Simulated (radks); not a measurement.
Results of a calculation; reference values are marked as such.
Spherical quantum dot in the effective-mass picture: electrons in a hard-walled sphere of radius 11.4, with a point charge +2 (a donor) at the centre, all in effective atomic units (hartree* = m*/eps^2 hartree, bohr* = eps/m* bohr), one dielectric constant everywhere. Level of theory: non-relativistic Kohn-Sham, LDA (Slater exchange, Perdew-Wang correlation), spin-polarised, spherical densities (a radial shooting solver with Libxc functionals). Levels are named by radial order and angular momentum (1s, 1p, 1d, 2s, ...), and open shells are averaged over m.

N = 8, configuration 1s2 1p(up 3, down 1) 2s2. This is the lowest configuration that the search found (a dilute case). Occupied and some empty levels:

| level | occupation | eigenvalue (hartree*) | <r> (bohr*) |
|---|---|---|---|
| 1s up | 1 | 0.23651 | 0.9667 |
| 1s down | 1 | 0.23659 | 0.9657 |
| 2s up | 1 | 0.63146 | 7.714 |
| 2s down | 1 | 0.64342 | 7.706 |
| 1p up | 3 | 0.65023 | 7.870 |
| 1p down | 1 | 0.66225 | 7.868 |
| 1d up | 0 | 0.68597 | 8.128 |
| 1d down | 0 | 0.69804 | 8.135 |
| 1f up | 0 | 0.73477 | 8.343 |
| 1f down | 0 | 0.74676 | 8.354 |
| 1g up | 0 | 0.79552 | 8.530 |
| 1g down | 0 | 0.80736 | 8.542 |
| 2p up | 0 | 0.83729 | 5.826 |
| 2p down | 0 | 0.84547 | 5.786 |

Energy (hartree*): total -0.860335, kinetic 3.2885, external -8.2386, Hartree 5.7210, exchange-correlation -1.6313.
